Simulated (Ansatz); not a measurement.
```yaml
crystal:
  periodic: [false, false, false]
  atoms:
    - {symbol: Li, position_ang: [0.904238, -0.219620, 0.840785]}
    - {symbol: O, position_ang: [-0.404244, 1.258255, 0.763419]}
    - {symbol: Li, position_ang: [-0.904152, 0.219655, -0.840808]}
    - {symbol: O, position_ang: [0.404299, -1.258267, -0.763362]}
    - {symbol: H, position_ang: [-0.686102, 2.136007, 1.295887]}
    - {symbol: H, position_ang: [0.685950, -2.136031, -1.295921]}
basis:
  gaussian: {orbitals: def2-mTZVPP, nuclear_model: gaussian}
hamiltonian: {xc: {name: HF}, dispersion: d4}
scf: {lower_state_search: off}
output: {forces: true}
```

```sh
$ ansatz run in.yaml --threads 4 --pin off --events-out ev --progress --plain --max-ram 3916MiB
```

Shortened log:

```
Functional definition: HF
826 factors; integrals over basis functions are off by at most 9.8e-4 eV
mean field evaluation 1: about -4508.7224 eV, gradient 6.3e1 eV
mean field evaluation 2: about -4508.7226 eV, gradient 6.2e1 eV
mean field evaluation 4: about -4515.8246 eV, gradient 1.7e0 eV
mean field evaluation 8: about -4515.8363 eV, gradient 1.4e-4 eV
mean field -4515.83630641 eV, -165.9539233168 hartree, gradient 1.2e-6 eV, S^2 0.000000; 0 other end points of the search recorded, 0 dependent functions left out
reference -4515.83630641 eV, -165.9539233168 hartree; 12, 12 occupied and 68, 68 virtual orbitals, 826 factors
Total energy: -4516.03418457 eV, -165.9611952050 hartree
Atom 0 at     0.904238    -0.219620     0.840785 Å, force    -0.935621     0.227175    -0.869925 eV/Å
Atom 1 at    -0.404244     1.258255     0.763419 Å, force    -0.929461     2.895456     1.756313 eV/Å
Atom 2 at    -0.904152     0.219655    -0.840808 Å, force     0.935554    -0.227277     0.870123 eV/Å
Atom 3 at     0.404299    -1.258267    -0.763362 Å, force     0.928379    -2.895412    -1.757056 eV/Å
Atom 4 at    -0.686102     2.136007     1.295887 Å, force     1.425918    -4.440489    -2.693779 eV/Å
Atom 5 at     0.685950    -2.136031    -1.295921 Å, force    -1.424769     4.440547     2.694324 eV/Å
Dipole moment:    -0.000037     0.000028    -0.000085 e Å
Checks for a lower state left out: stability, starts, cluster_reference, orbital_swaps, neighbouring_geometries, increment
```

Hardware: 4 threads of Arm Neoverse V2 on a shared host. Wall time 0.25 s.
